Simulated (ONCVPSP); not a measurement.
oxygen: excitation energies, all-electron against ONCV

- Element: O (Z = 8)
- Generator: ONCVPSP 4.0.1
- Type: optimised norm-conserving Vanderbilt (ONCV)
- Functional: PBE
- Relativity: scalar-relativistic
- Frozen core: [He]
- Valence charge: 6
- Reference configuration: 2s2 2p3 (charge +1)
- Partial waves: 2s: rc 0.75 bohr, ncon 4, nbas 8, qcut 11 1/bohr, 2 projectors, debl 3 Ha; 2p: rc 1.20 bohr, ncon 4, nbas 8, qcut 11.7 1/bohr, 3 projectors, debl 2.6 Ha; d scattering state at 0.11 Ha: rc 1.15 bohr, ncon 3, nbas 6, qcut 7.1 1/bohr, 2 projectors, debl 1.8 Ha
- Local potential: polynomial inside 0.60 bohr (lpopt 3, dvloc0 2 Ha)
- Core correction: Teter function, fcfact 1.75, rcfact 1.4

Energies are relative to the spin-unpolarised reference configuration 2s2 2p3; without spin polarisation the order of configurations can differ from experiment.

```json
{"valence configuration": "2s2 2p4", "charge": "0", "ΔE all-electron (eV)": "-16.431", "error AE − PS (meV)": "+7.7"}
{"valence configuration": "2s2 2p2", "charge": "+2", "ΔE all-electron (eV)": "33.586", "error AE − PS (meV)": "+26"}
```

Question: What are ΔE and the potential's error for 2s2 2p0?

Answer: ΔE = 164.359 eV all-electron; the error (AE − PS) is +770 meV.

Question: What are ΔE and the potential's error for 2s2 2p1?

Answer: ΔE = 87.455 eV all-electron; the error (AE − PS) is +192 meV.
